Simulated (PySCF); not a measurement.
FO, doublet, geometry from GFN2-xTB; DF-R2SCAN/cc-pVQZ in PySCF.

Here is a job for PySCF.
```python
from pyscf import gto, scf, dft

mol = gto.Mole()
mol.atom = '''
    O    -0.00000000   -0.00000000   -0.68730272
    F     0.00000000    0.00000000    0.61093575
'''
mol.basis = 'cc-pvqz'
mol.spin = 1
mol.verbose = 4
mol.max_memory = 1800
mol.build()

mf = dft.UKS(mol)
mf.xc = 'r2scan'
mf = mf.density_fit(auxbasis='def2-universal-jkfit')
mf.kernel()
```

The log (banner, timings and long lists left out):

```
PySCF version 2.14.0

[INPUT] verbose = 4
[INPUT] num. atoms = 2
[INPUT] num. electrons = 17
[INPUT] charge = 0
[INPUT] spin (= nelec alpha-beta = 2S) = 1
[INPUT] symmetry False subgroup None
[INPUT] Mole.unit = angstrom
[INPUT] Symbol           X                Y                Z      unit          X                Y                Z       unit  Magmom
[INPUT]  1 O      0.000000000000   0.000000000000  -0.687302720000 AA    0.000000000000   0.000000000000  -1.298813905469 Bohr   0.0
[INPUT]  2 F      0.000000000000   0.000000000000   0.610935750000 AA    0.000000000000   0.000000000000   1.154501247206 Bohr   0.0

nuclear repulsion = 29.3480435734122
number of shells = 28
number of NR pGTOs = 136
number of NR cGTOs = 110
basis = cc-pvqz
ecp = {}

******** <class 'pyscf.df.df_jk.DFUKS'> ********
method = DFUKS
initial guess = minao
damping factor = 0
level_shift factor = 0
DIIS = <class 'pyscf.scf.diis.CDIIS'>
diis_start_cycle = 1
diis_space = 8
diis_damp = 0
SCF conv_tol = 1e-09
SCF conv_tol_grad = None
SCF max_cycles = 50
direct_scf = False
number electrons alpha = 9  beta = 8
XC library pyscf.dft.libxc version 7.1.2
    S. Lehtola, C. Steigemann, M. J. T. Oliveira, and M. A. L. Marques,  SoftwareX 7, 1–5 (2018)
XC functionals = r2scan
    J. W. Furness, A. D. Kaplan, J. Ning, J. P. Perdew, and J. Sun,  J. Phys. Chem. Lett. 11, 8208–8215 (2020)
    J. W. Furness, A. D. Kaplan, J. Ning, J. P. Perdew, and J. Sun,  J. Phys. Chem. Lett. 11, 9248–9248 (2020)
    J. W. Furness, A. D. Kaplan, J. Ning, J. P. Perdew, and J. Sun,  J. Phys. Chem. Lett. 11, 8208–8215 (2020)
    J. W. Furness, A. D. Kaplan, J. Ning, J. P. Perdew, and J. Sun,  J. Phys. Chem. Lett. 11, 9248–9248 (2020)
radial grids:
    Treutler-Ahlrichs [JCP 102, 346 (1995); DOI:10.1063/1.469408] (M4) radial grids

becke partition: Becke, JCP 88, 2547 (1988); DOI:10.1063/1.454033
pruning grids: <function nwchem_prune>
grids dens level: 3
symmetrized grids: False
atomic radii adjust function: <function treutler_atomic_radii_adjust>
small_rho_cutoff = 0
Set gradient conv threshold to 3.16228e-05
tot grids = 28344
init E= -175.063541705282

cycle= 1 E= -174.866831905655  delta_E= 0.197  |g|= 0.217  |ddm|= 0.872
cycle= 2 E= -174.856364474854  delta_E= 0.0105  |g|= 0.279  |ddm|= 0.187
cycle= 3 E= -174.87455910413  delta_E= -0.0182  |g|= 0.156  |ddm|= 0.147
cycle= 4 E= -174.882035774588  delta_E= -0.00748  |g|= 0.0245  |ddm|= 0.0541
cycle= 5 E= -174.882217502489  delta_E= -0.000182  |g|= 0.00274  |ddm|= 0.0103
cycle= 6 E= -174.882220713274  delta_E= -3.21e-06  |g|= 0.00229  |ddm|= 0.00278
cycle= 7 E= -174.882222449771  delta_E= -1.74e-06  |g|= 0.000542  |ddm|= 0.0011
cycle= 8 E= -174.882222566558  delta_E= -1.17e-07  |g|= 6.9e-05  |ddm|= 0.000301
cycle= 9 E= -174.882222570904  delta_E= -4.35e-09  |g|= 1.67e-05  |ddm|= 7.04e-05
cycle= 10 E= -174.882222571177  delta_E= -2.73e-10  |g|= 2.81e-06  |ddm|= 2.08e-05
Extra cycle  E= -174.88222257118  delta_E= -3.81e-12  |g|= 1.14e-06  |ddm|= 1.99e-06
converged SCF energy = -174.88222257118  <S^2> = 0.75392529  2S+1 = 2.0039214
```
